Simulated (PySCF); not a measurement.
# Relaxation of singlet H2SeS

All numbers come from PBE0/[Se def2-TZVP, S def2-TZVP, H def2-TZVP], no relativity, density fitting, PySCF. A (50,194) grid was used.

A hand-made trigonal pyramidal start, of Cs symmetry, held to at least that symmetry:

```xyz
4
charge 0 multiplicity 1, angstrom
Se    0.2433    0.4214   -0.2772
S    -0.6440   -1.1156    0.6664
H     1.5501    0.4215    0.4176
H    -0.4102    1.5531    0.4177
```

What forces act on the atoms at the start (eV/Å)?


| atom | Fx | Fy | Fz |
| --- | --- | --- | --- |
| Se1 | 0.41 | 0.72 | -1.24 |
| S2 | -1.23 | -2.14 | 0.82 |
| H3 | 0.30 | 0.77 | 0.21 |
| H4 | 0.52 | 0.65 | 0.21 |

What does it relax to?

It ends at Cs with Se–H 1.500 Å (×2), Se–S 2.093 Å; H–Se–H 88.0°, H–Se–S 106.4° (×2). A frequency run shows a minimum. Other isomers or separated fragments may lie lower.

How much energy is released, and in how many steps?

25.4 kJ/mol in 4 steps.
